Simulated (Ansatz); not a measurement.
`FB(F)[CH2][SbH2]` and `FB(F)O[SiH3]` differ in one atom or group.

Ansatz, PBE0-D4/def2-TZVP geometries, multiplicity 1. Each molecule was computed in one conformer, which needn't be the lowest.

Elements past krypton have def2 core potentials.

| property | `FB(F)[CH2][SbH2]` |
| --- | --- |
| LUMO energy (ωB97M-V/def2-TZVPP) / eV | 0.78 |
| HOMO–LUMO gap (B3LYP/def2-TZVPP) / eV | 6.22 |
| size of the dipole moment (ωB97M-V/def2-TZVPP) / D | 2.19 |
| HOMO–LUMO gap (PBE/def2-TZVPP) / eV | 4.82 |
| HOMO energy (PBE0/def2-TZVPP) / eV | -7.50 |
| HOMO–LUMO gap (ωB97M-V/def2-TZVPP) / eV | 10.34 |

Task: Give the same properties after the change, and the shifts. (Best estimate.)

Result: Computed: 
```json
{"property": "LUMO energy (ωB97M-V/def2-TZVPP) / eV", "`FB(F)O[SiH3]`": "1.35", "shift": "0.57"}
{"property": "HOMO–LUMO gap (B3LYP/def2-TZVPP) / eV", "`FB(F)O[SiH3]`": "8.98", "shift": "2.76"}
{"property": "size of the dipole moment (ωB97M-V/def2-TZVPP) / D", "`FB(F)O[SiH3]`": "1.72", "shift": "-0.47"}
{"property": "HOMO–LUMO gap (PBE/def2-TZVPP) / eV", "`FB(F)O[SiH3]`": "7.14", "shift": "2.32"}
{"property": "HOMO energy (PBE0/def2-TZVPP) / eV", "`FB(F)O[SiH3]`": "-9.67", "shift": "-2.17"}
{"property": "HOMO–LUMO gap (ωB97M-V/def2-TZVPP) / eV", "`FB(F)O[SiH3]`": "13.31", "shift": "2.97"}
```

With PBE0 the HOMO falls by 2.17 eV and the LUMO rises by 0.65 eV, so the gap widens by about 2.82 eV. PBE moves the HOMO by -1.75 eV and ωB97M-V by -2.39 eV. The zero-point energy changes by -28.0 kJ/mol with -3 modes. Dipoles are sizes alone; their direction can turn.

B3LYP here is the variant with VWN-RPA as its local correlation; programs differ in this.

Spin–orbit coupling is left out; it splits and shifts lone-pair levels of the heavy atoms by tenths of an eV.
